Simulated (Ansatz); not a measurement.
Ansatz results at the PBE0-D4/def2-TZVP geometry: HOMO energy (PBE/def2-TZVPP) -6.18 eV; HOMO energy (B3LYP/def2-TZVPP) -7.61 eV; size of the dipole moment (ωB97M-V/def2-TZVPP) 2.68 D.

Each molecule was computed in one conformer, which needn't be the lowest.

(1) Which molecule gave them?
A. `c1ncncn1`
B. `OCCOCCO`
C. `[S][Sn]`
D. `[Br][Sb]([Br])[Br]`

Answers

(1) B. The others give `c1ncncn1`: -6.51, -7.86, 0.00; `[Br][Sb]([Br])[Br]`: -7.06, -7.92, 2.26; `[S][Sn]`: -6.34, -7.11, 3.55.

B3LYP here is the variant with VWN-RPA as its local correlation; programs differ in this.
